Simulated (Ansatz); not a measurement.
`C[SiH2][SiH2]CF` → `CC[SiH2][SiH2]F`  (isomerisation)

Isolated molecules relaxed with PBE0-D4/def2-TZVP in Ansatz; ΔE leaves out vibrations. CCSD(T)/CBS is the MP2 limit (def2-TZVPP, def2-QZVPP) plus CCSD(T) − MP2 in def2-TZVPP, frozen cores. Functionals use def2-TZVPP. Each species was taken in one conformer, which may not be the lowest.

```json
{"level": "ωB97M-V", "ΔE (kJ/mol)": "-177.9"}
{"level": "SCS-MP2/def2-TZVPP", "ΔE (kJ/mol)": "-191.0"}
{"level": "CCSD/def2-TZVPP", "ΔE (kJ/mol)": "-185.5"}
{"level": "MP2/def2-QZVPP", "ΔE (kJ/mol)": "-196.3"}
```

**Question.** What does CCSD(T)/CBS give? (Best estimate.)

**Answer.** The calculation gave: -187.0 kJ/mol. The listed levels differ from it by 9.1, -4.0, 1.5, -9.3 kJ/mol.

Largest T1 diagnostic among the species: 0.012.

From PBE to PBE0 (25 % exact exchange), in def2-TZVPP and without D4, ΔE moves by −6.9 kJ/mol.

CCSD(T)/CBS has its own doubt, a few kJ/mol and more with outer-core shells, so smaller differences from it don't rank the levels.
